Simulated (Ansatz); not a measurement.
Reaction (ligand exchange at the Si–S bond): `F[Si](F)(Cl)S[SiH2]Cl` + `[SH][GeH2][Cl]` → `F[Si](F)(Cl)[S][GeH2][Cl]` + `S[SiH2]Cl`

Computed with Ansatz on PBE0-D4/def2-TZVP structures; ΔE is electronic, products minus reactants. CBS: MP2 limit from def2 TZ/QZ plus the TZ coupled-cluster correction, frozen cores. Functionals use def2-TZVPP. For Ge outer-core shells are correlated without core-valence functions, which leaves a few kJ/mol of doubt a bond. Scalar relativity is left out up to krypton. Each species was taken in one conformer, which may not be the lowest.

| level | ΔE (kJ/mol) |
| --- | --- |
| PBE-D4 | -1.1 |
| r2SCAN-D4 | -1.0 |
| HF/def2-TZVPP | -1.2 |
| MP2/def2-QZVPP | -1.8 |

(1) What does CCSD(T)/CBS give? (An estimate is asked.)

Largest T1 diagnostic among the species: 0.011.

Results:

(1) Ansatz gave: -1.7 kJ/mol. The listed levels differ from it by 0.6, 0.7, 0.5, -0.1 kJ/mol.
